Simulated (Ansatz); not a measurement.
Total energies of `[Cl][InH][SeH]`.

```xyz
5

Cl   -0.6615   -2.1876    1.4655
In   -0.2770   -0.0759    0.5595
Se    0.8353   -0.2492   -1.6557
H    -0.7601    1.2997    1.4375
H     0.8633    1.2130   -1.8068
```

Charge 0, multiplicity 1. Correlated methods include outer-core shells of In, Se, which these sets cover unevenly. Scalar relativity is left out up to krypton. In: def2 effective core potential. Geometry: relaxed with PBE0-D4/def2-TZVP. It is one conformer, not always the lowest. Basis def2-TZVPP, Ansatz 0.2.0.

RPA on PBE orbitals: Hartree–Fock energy of these orbitals -3049.76939 Eh, correlation -1.13366 Eh (frozen core).

```json
{"functional": "LDA (SPW92)", "energy without D4 (Eh)": "-3047.94719", "D4 term (kJ/mol)": "–"}
{"functional": "PBE", "energy without D4 (Eh)": "-3052.63728", "D4 term (kJ/mol)": "-11.8"}
{"functional": "revPBE", "energy without D4 (Eh)": "-3052.95433", "D4 term (kJ/mol)": "-25.1"}
{"functional": "B97M-V", "energy without D4 (Eh)": "-3052.63532", "D4 term (kJ/mol)": "–"}
{"functional": "PBE0", "energy without D4 (Eh)": "-3052.75273", "D4 term (kJ/mol)": "-10.2"}
{"functional": "r2SCAN0", "energy without D4 (Eh)": "-3053.17479", "D4 term (kJ/mol)": "-3.3"}
{"functional": "HSE06 (plane-wave form)", "energy without D4 (Eh)": "-3052.74667", "D4 term (kJ/mol)": "-9.9"}
{"functional": "ωB97X-V", "energy without D4 (Eh)": "-3052.87768", "D4 term (kJ/mol)": "–"}
{"functional": "ωB97M-V", "energy without D4 (Eh)": "-3052.97379", "D4 term (kJ/mol)": "–"}
{"functional": "B2PLYP", "energy without D4 (Eh)": "-3052.46370", "D4 term (kJ/mol)": "–"}
```

Give the same for BLYP, r2SCAN, B3LYP, r2SCANh, BHLYP, CAM-B3LYP, LC-ωPBE, PBE-QIDH. (Best estimate.)

Ansatz gave: 
```json
{"functional": "BLYP", "energy without D4 (Eh)": "-3053.17277", "D4 term (kJ/mol)": "-24.3"}
{"functional": "r2SCAN", "energy without D4 (Eh)": "-3053.21907", "D4 term (kJ/mol)": "-2.6"}
{"functional": "B3LYP", "energy without D4 (Eh)": "-3053.30777", "D4 term (kJ/mol)": "-19.5"}
{"functional": "r2SCANh", "energy without D4 (Eh)": "-3053.20082", "D4 term (kJ/mol)": "-2.9"}
{"functional": "BHLYP", "energy without D4 (Eh)": "-3053.09619", "D4 term (kJ/mol)": "-20.0"}
{"functional": "CAM-B3LYP", "energy without D4 (Eh)": "-3053.30252", "D4 term (kJ/mol)": "-10.9"}
{"functional": "LC-ωPBE", "energy without D4 (Eh)": "-3052.76344", "D4 term (kJ/mol)": "–"}
{"functional": "PBE-QIDH", "energy without D4 (Eh)": "-3052.14820", "D4 term (kJ/mol)": "–"}
```

B3LYP takes the VWN-RPA correlation (the form of Gaussian; ORCA's B3LYP/G). HSE06 is the plane-wave form, built on full-range PBE exchange. The double hybrids freeze the cores in their second-order part.

LC-ωPBE has ω = 0.4 bohr⁻¹.
